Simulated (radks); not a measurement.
The nuclear charge of neutral neon is varied continuously with 10 electrons held in [Ne]. Method: non-relativistic Kohn-Sham, r2SCAN, spin-polarised, spherical densities, point nucleus; meta-GGA in the generalised Kohn-Sham scheme; computed with a radial shooting solver on a logarithmic mesh with Libxc functionals. By the Hellmann-Feynman theorem dE/dZ = E(electron-nucleus)/Z, the electronic potential at the nucleus.

Z,E (hartree),E(electron-nucleus)/Z (hartree),HOMO,e(HOMO) (eV),<r> HOMO (bohr)
9.75,-121.28348,-30.0988,2p,-9.341,1.034
10,-128.93484,-31.1117,2p,-13.982,0.9738
10.25,-136.83912,-32.1223,2p,-19.117,0.9219
10.5,-144.99584,-33.1312,2p,-24.730,0.8762

The central difference of E at Z = 10 is -31.111 hartree, to compare with the third column; the second derivative is -4.05 hartree.
